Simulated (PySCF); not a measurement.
**Ionisation energy of Tl⁶¹⁺ by level of theory**

Tl⁶¹⁺ [Ar] 3d2 (3F) → Tl⁶²⁺ [Ar] 3d1 (2D), as a difference of total energies. All numbers are calculated (PySCF 2.14, scalar relativity by spin-free X2C-1e, in an even-tempered Gaussian basis (17 s from 17 bohr⁻², ratio 2.5; 12 p from 23 bohr⁻², ratio 2.5; 7 d from 23 bohr⁻², ratio 2.5; 4 f from 79 bohr⁻², ratio 2.7; 3 g from 120 bohr⁻², ratio 2.7)). Correlated levels: outer shells: [Ne] frozen; virtual orbitals above 40 to 60 times the deepest correlated orbital energy dropped. The calculations carry no spin-orbit coupling.

```
                method  ionisation energy (eV)
                   UHF                  6499.1
                   LDA                  6496.2
                   PBE                  6497.9
                  PBE0                  6498.6
                r2SCAN                  6500.9
                   M06                  6496.3
                 B97-3                  6498.6
    MP2 (outer shells)                  6498.7
SCS-MP2 (outer shells)                  6498.6
```

Spin-orbit coupling is strong in these open shells (close to jj coupling). The scalar numbers leave it out and a first-order estimate fails, so it can dominate the gap to the real levels.

Breit and QED terms and the two-electron picture change are absent.

For comparison: 6560 ± 12 eV (theoretical estimate listed by NIST; NIST Atomic Spectra Database, ionization energies).
